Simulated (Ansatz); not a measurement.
Relaxation of C$_{2}$H$_{7}$As (10 atoms, charge 0, multiplicity 1), to a largest force component of 0.02 eV/Å in at most 50 steps.

The calculation used Ansatz, RKS B3LYP/def2-mTZVP.

```xyz
10
Properties=species:S:1:pos:R:3:forces:R:3
C -0.960 0.671 -0.751 -0.51 3.53 -1.34
As 0.495 -0.537 -0.996 1.42 0.12 -0.16
C 0.631 -0.875 0.926 3.14 0.81 1.18
H -1.832 0.166 -0.434 -1.00 -0.66 0.32
H -1.222 1.205 -1.748 0.36 -0.89 1.55
H -0.752 1.503 -0.009 -0.14 -1.02 -0.77
H 1.585 0.617 -0.957 -0.44 -0.68 -0.19
H -0.178 -1.437 1.283 -1.23 -0.80 0.47
H 1.590 -1.447 1.171 -1.25 0.54 -0.39
H 0.726 0.083 1.518 -0.34 -0.96 -0.67
```

Problem. Where does it end, and by what steps?

Solution. The forces met the threshold. After 5 steps the energy has fallen by 0.378 eV; H4 moved furthest, 0.16 Å.

```json
{"step": "0", "energy less start (eV)": "0.0000", "largest force component (eV/Å)": "3.527", "accepted": "yes"}
{"step": "1", "energy less start (eV)": "-0.3039", "largest force component (eV/Å)": "1.333", "accepted": "yes"}
{"step": "2", "energy less start (eV)": "-0.1997", "largest force component (eV/Å)": "0.915", "accepted": "no"}
{"step": "3", "energy less start (eV)": "-0.3755", "largest force component (eV/Å)": "0.127", "accepted": "yes"}
{"step": "4", "energy less start (eV)": "-0.3777", "largest force component (eV/Å)": "0.073", "accepted": "yes"}
{"step": "5", "energy less start (eV)": "-0.3783", "largest force component (eV/Å)": "0.012", "accepted": "yes"}
```

```xyz
10
Properties=species:S:1:pos:R:3
C -1.023 0.765 -0.796
As 0.484 -0.531 -0.944
C 0.716 -0.892 1.002
H -1.932 0.221 -0.540
H -1.178 1.249 -1.760
H -0.839 1.527 -0.040
H 1.579 0.541 -1.014
H -0.104 -1.523 1.345
H 1.649 -1.433 1.159
H 0.731 0.024 1.591
```

Whether the end is a true minimum wasn't checked by a vibrational analysis.

The run took 19 s on 2 threads of Intel(R) Xeon(R) Platinum 8259CL CPU @ 2.50GHz (Skylake/Cascade Lake), with other jobs on the host, peak memory 0.21 GiB.
